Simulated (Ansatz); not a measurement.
The cluster K3H3, relaxed as a singlet with RKS PBE-D4/def2-TZVP in Ansatz, starting from the GFN1-xTB geometry. Force threshold 0.02 eV/Å.

The restricted singlet is unstable towards broken spin symmetry at other levels; at PBE-D4/def2-TZVP this wasn't settled. In the singlet, H4 and H5 lie 0.77 Å apart (atoms count from 1), so H2 has formed as a molecule. Another isomer (singlet) lies 0.30 eV lower at PBE0-D4/def2-TZVP; other spin states weren't run for this one.

Start:

Cartesian coordinates in Å:
```
K -0.1065 -0.2503 0.3383
K 0.3868 1.9844 -2.3212
K 2.8213 -1.4627 -2.4899
H -1.2847 -0.8398 2.4007
H -0.7218 -1.3820 2.3738
H -1.0951 1.9504 -0.3017
```

| step | energy (eV) | largest force component (eV/Å) | SCF passes |
| --- | --- | --- | --- |
| 1 | -49003.6810 | 1.065 | 18 |
| 2 | -49003.8413 | 0.158 | 19 |
| 3 | -49003.8968 | 0.136 | 19 |
| 4 | -49003.9212 | 0.159 | 19 |
| 5 | -49003.9338 | 0.035 | 20 |
| 6 | -49003.9364 | 0.015 | 22 |
| 7 (rejected) | -49003.9352 | 0.288 | 22 |
| 8 | -49003.9371 | 0.043 | 21 |
| 9 | -49003.9375 | 0.196 | 22 |
| 10 | -49003.9385 | 0.123 | 21 |
| 11 | -49003.9440 | 0.028 | 19 |
| 12 | -49003.9517 | 0.145 | 19 |
| 13 | -49003.9616 | 0.302 | 20 |
| 14 | -49003.9745 | 0.385 | 20 |
| 15 | -49003.9854 | 0.165 | 20 |
| 16 | -49003.9999 | 0.120 | 20 |
| 17 | -49004.0034 | 0.120 | 20 |
| 18 | -49004.0052 | 0.047 | 19 |
| 19 | -49004.0058 | 0.011 | 22 |

Force components are those of the run's own axes.

End:

```xyz
6

K     0.570   -1.201    0.306
K     0.008    2.006   -1.830
K     3.060   -0.870   -3.359
H    -1.413   -0.152    2.060
H    -1.474   -0.674    2.618
H    -0.751    0.891    0.206
```

Bonds lost: K1–H5 (atoms count from 1).

The force fell under the threshold at step 6, but the optimiser went on and released 0.069 eV more. No frequencies were taken in this run, so the end may be a saddle point.

Hardware: 4 threads of Arm Neoverse V2 on a shared host. Wall time 16 s.
